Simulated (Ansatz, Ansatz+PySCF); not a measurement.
```xyz
2

Cr    0.0000    0.0000    0.0000
F     0.0000    0.0000    1.8554
```

Basis set: def2-SVP (spherical functions). Frozen core: 6 orbitals. Charge 0, multiplicity 6.

Computed with Ansatz (development build ahead of 0.2.0); each method stands on the lowest determinant of its kind that the runs found. Restricted functionals stand beside restricted open-shell atoms, which can lie above the unrestricted atoms usual in DFT and then raise those values.

(1) Give the atomization energy at this shape (free ground-state atoms in the same class of orbitals less the molecule, no zero-point energy) of sextet CrF by ωB97X (unrestricted), r²SCAN (unrestricted), r²SCAN (restricted open-shell), PBE0 (unrestricted), PBE0 (restricted open-shell), PBE (unrestricted), PBE (restricted open-shell), UHF-MP2, UHF.

## Answers

(1)

| method | atomization energy |
| --- | --- |
| ωB97X (unrestricted) | 115.39 kcal/mol |
| r²SCAN (unrestricted) | 111.70 kcal/mol |
| r²SCAN (restricted open-shell) | 111.05 kcal/mol |
| PBE0 (unrestricted) | 104.55 kcal/mol |
| PBE0 (restricted open-shell) | 103.96 kcal/mol |
| PBE (unrestricted) | 117.05 kcal/mol |
| PBE (restricted open-shell) | 116.41 kcal/mol |
| UHF-MP2 | 97.79 kcal/mol |
| UHF | 68.11 kcal/mol |

Caution: other spin multiplicities were not run.
